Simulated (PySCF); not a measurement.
Stepwise substitution at one centre (Al Br-I). Gas-phase values, no solvent. Strings in code marks are SMILES.

Level of theory: PBE-D3(BJ)/def2-TZVP // PBE0-D3(BJ)/def2-TZVP (PySCF). Delta-SCF ions had no search for a lower state. Excitations are Tamm–Dancoff values on a coarser integration grid. The basis has no diffuse functions, so Rydberg states are missing or too high.

| species | HOMO–LUMO gap (eV) | vertical ionisation energy (Delta-SCF) (eV) | S1 excitation (TDA) (eV) | T1 excitation (TDA) (eV) |
|---|---|---|---|---|
| 0 of 3 Br replaced by I | ___ | ___ | 5.11 | 4.87 |
| 1 of 3 Br replaced by I | ___ | – | 4.61 | 4.34 |
| 2 of 3 Br replaced by I (`[Br][Al]([I])[I]`) | 4.18 | 9.21 | 4.32 | 4.06 |
| 3 of 3 Br replaced by I (`[Al]([I])([I])[I]`) | 3.95 | 8.94 | 4.08 | 3.84 |

Task: Fill in the missing entries.

Result: 
- 0 of 3 Br replaced by I, HOMO–LUMO gap (eV): 4.98
- 0 of 3 Br replaced by I, vertical ionisation energy (Delta-SCF) (eV): 9.99
- 1 of 3 Br replaced by I, HOMO–LUMO gap (eV): 4.47
